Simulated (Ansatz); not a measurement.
Geometry optimisation, RKS PBE0-D4/def2-SVP in Ansatz 0.2.0.

The input (input.yaml):

```yaml
crystal:
  periodic: [false, false, false]
  atoms:
    - { symbol: Si, position_ang: [-0.58481, -0.465874, 2.196397] }
    - { symbol: H, position_ang: [0.154237, 0.74831, 1.88913] }
    - { symbol: H, position_ang: [0.422812, -1.558477, 2.367881] }
    - { symbol: H, position_ang: [-1.308739, -0.259928, 3.481262] }
    - { symbol: O, position_ang: [-1.707835, -0.772805, 1.017665] }
    - { symbol: H, position_ang: [0.401379, 0.803932, -0.016519] }
    - { symbol: O, position_ang: [0.228096, 0.145028, -0.703613] }
    - { symbol: Si, position_ang: [0.801655, 0.453502, -2.250499] }
    - { symbol: H, position_ang: [-1.310521, -0.674749, 0.137387] }
    - { symbol: H, position_ang: [2.214103, 0.936907, -2.19706] }
    - { symbol: H, position_ang: [0.721876, -0.83871, -2.981133] }
    - { symbol: H, position_ang: [-0.032353, 1.482764, -2.940998] }
basis:
  gaussian: { orbitals: def2-SVP }
hamiltonian:
  xc: pbe0
  dispersion: d4
relax:
  f_tol: 0.03
  max_steps: 50
```

Run as:

```bash
$ ansatz run input.yaml --threads 2 --pin off --max-ram 3072MiB --backend cpu --events-out ev --progress --plain --runs-dir out
```

Question: Where does it end, and by what steps?

Answer: The forces met the threshold. The force dipped under the threshold on the way, but the program's further checks kept it going. After 24 steps the energy has fallen by 0.108 eV; H6 moved furthest, 1.54 Å.

| step | energy less start (eV) | largest force component (eV/Å) | accepted |
| --- | --- | --- | --- |
| 0 | 0.0000 | 0.869 | yes |
| 1 | -0.0400 | 0.215 | yes |
| 2 | -0.0497 | 0.158 | yes |
| 3 | -0.0563 | 0.120 | yes |
| 4 | -0.0635 | 0.174 | yes |
| 5 | -0.0693 | 0.174 | yes |
| 6 | -0.0746 | 0.190 | yes |
| 7 | -0.0789 | 0.213 | yes |
| 8 | -0.0823 | 0.208 | yes |
| 9 | -0.0859 | 0.183 | yes |
| 10 | -0.0899 | 0.168 | yes |
| 11 | -0.0920 | 0.152 | yes |
| 12 | -0.0941 | 0.114 | yes |
| 13 | -0.0969 | 0.041 | yes |
| 14 | -0.0988 | 0.073 | yes |
| 15 | -0.1001 | 0.069 | yes |
| 16 | -0.1017 | 0.074 | yes |
| 17 | -0.1030 | 0.093 | yes |
| 18 | -0.1042 | 0.060 | yes |
| 19 | -0.1053 | 0.043 | yes |
| 20 | -0.1063 | 0.035 | yes |
| 21 | -0.1067 | 0.015 | yes |
| 22 | -0.1073 | 0.027 | yes |
| 23 | -0.1073 | 0.068 | yes |
| 24 | -0.1078 | 0.029 | yes |

```xyz
12
Properties=species:S:1:pos:R:3
Si -0.375 -0.627 2.009
H 0.181 0.596 2.675
H 0.758 -1.259 1.251
H -0.838 -1.577 3.059
O -1.668 -0.292 1.029
H -0.131 1.997 -0.840
O -0.321 1.060 -0.956
Si 0.735 0.164 -1.916
H -1.417 0.247 0.258
H 2.129 0.243 -1.384
H 0.224 -1.229 -1.865
H 0.725 0.677 -3.320
```

Whether the end is a true minimum wasn't checked by a vibrational analysis.

The run took 61 s on 2 threads of Intel(R) Xeon(R) Platinum 8175M CPU @ 2.50GHz (Skylake/Cascade Lake), with other jobs on the host, peak memory 0.24 GiB.
